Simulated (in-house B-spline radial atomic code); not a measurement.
Inner levels of cadmium as electrons are removed. A shift is the extra binding of the orbital against the neutral atom ([Kr] 4d10 5s2). The density at the nucleus is averaged over the nuclear charge. Computed with an all-electron radial atomic-structure program (B-spline basis): Dirac-Hartree-Fock, jj configuration that fills j = l - 1/2 first, finite nuclei.

A number in brackets counts the electrons of a j subshell.

```
  ion                    configuration  shift of 3d3/2 (eV)  shift of 3p3/2 (eV)  shift of 3d5/2 (eV)  radius of 3d3/2 (bohr)  radius of 3p3/2 (bohr)  radius of 3d5/2 (bohr)  Σ<r²> (bohr²)  change of density at nucleus (bohr⁻³)
   Cd                    [Kr] 4d10 5s2                    0                    0                    0                 0.33155                 0.35871                 0.33499         52.352                                      -
  Cd+                    [Kr] 4d10 5s1               8.4897               8.4799               8.4916                 0.33154                 0.35872                 0.33499         38.477                                -13.445
 Cd2+                        [Kr] 4d10               18.418               18.391               18.422                 0.33154                 0.35872                 0.33498         29.138                                -36.476
 Cd3+           [Kr] 4d3/2(4) 4d5/2(5)               36.108               35.919               35.818                 0.33142                 0.35866                 0.33527         25.663                                -29.906
 Cd4+           [Kr] 4d3/2(4) 4d5/2(4)               55.505               55.126               54.881                 0.33127                 0.35857                 0.33524          22.79                                -21.301
 Cd5+           [Kr] 4d3/2(4) 4d5/2(3)               76.446               75.845               75.445                 0.33106                 0.35844                 0.33517         20.332                                -10.746
 Cd6+           [Kr] 4d3/2(4) 4d5/2(2)               98.817               97.962               97.398                  0.3308                 0.35827                 0.33505         18.182                                  1.688
 Cd7+           [Kr] 4d3/2(4) 4d5/2(1)               122.53               121.39               120.66                 0.33049                 0.35806                 0.33488          16.27                                 15.938
 Cd8+                    [Kr] 4d3/2(4)                    ?                    ?                    ?                       ?                       ?                       ?              ?                                      ?
 Cd9+                    [Kr] 4d3/2(3)               173.33                172.2               171.45                 0.33038                 0.35753                 0.33425         13.008                                 50.163
Cd10+                    [Kr] 4d3/2(2)                    ?                    ?                    ?                       ?                       ?                       ?              ?                                      ?
Cd11+                    [Kr] 4d3/2(1)               228.29               227.89               227.55                 0.32972                 0.35684                 0.33324         10.298                                 91.655
Cd12+                [Ar] 3d10 4s2 4p6               257.39               257.39               257.31                 0.32929                 0.35643                 0.33265          9.099                                 114.89
Cd13+  [Ar] 3d10 4s2 4p1/2(2) 4p3/2(3)               289.54               288.81               289.29                 0.32865                 0.35659                 0.33196         8.1015                                  145.8
Cd14+  [Ar] 3d10 4s2 4p1/2(2) 4p3/2(2)               322.51               321.01               322.07                 0.32796                 0.35621                 0.33122         7.1561                                  178.1
Cd15+  [Ar] 3d10 4s2 4p1/2(2) 4p3/2(1)               356.28               353.95               355.66                 0.32722                 0.35579                 0.33045         6.2584                                 211.78
Cd16+           [Ar] 3d10 4s2 4p1/2(2)               390.85               387.64               390.02                 0.32645                 0.35535                 0.32965         5.4047                                 246.85
Cd17+           [Ar] 3d10 4s2 4p1/2(1)               426.42               423.14               425.87                 0.32556                 0.35472                 0.32879         4.6164                                 276.01
Cd18+                    [Ar] 3d10 4s2                    ?                    ?                    ?                       ?                       ?                       ?              ?                                      ?
Cd19+                    [Ar] 3d10 4s1               500.52               496.55               500.22                 0.32373                 0.35336                 0.32694         3.1754                                -56.581
```

(1) Fill in the row of Cd8+.

(2) Fill in the row of Cd10+.

(3) Fill in the row of Cd18+.

Results:

(1) shift of 3d3/2 (eV): 147.54; shift of 3p3/2 (eV): 146.07; shift of 3d5/2 (eV): 145.16; radius of 3d3/2 (bohr): 0.33011; radius of 3p3/2 (bohr): 0.35781; radius of 3d5/2 (bohr): 0.33465; Σ<r²> (bohr²): 14.551; change of density at nucleus (bohr⁻³): 31.953.

(2) shift of 3d3/2 (eV): 200.26; shift of 3p3/2 (eV): 199.48; shift of 3d5/2 (eV): 198.92; radius of 3d3/2 (bohr): 0.33008; radius of 3p3/2 (bohr): 0.35721; radius of 3d5/2 (bohr): 0.33378; Σ<r²> (bohr²): 11.596; change of density at nucleus (bohr⁻³): 70.073.

(3) shift of 3d3/2 (eV): 462.79; shift of 3p3/2 (eV): 459.41; shift of 3d5/2 (eV): 462.53; radius of 3d3/2 (bohr): 0.32465; radius of 3p3/2 (bohr): 0.35405; radius of 3d5/2 (bohr): 0.32789; Σ<r²> (bohr²): 3.8662; change of density at nucleus (bohr⁻³): 306.11.
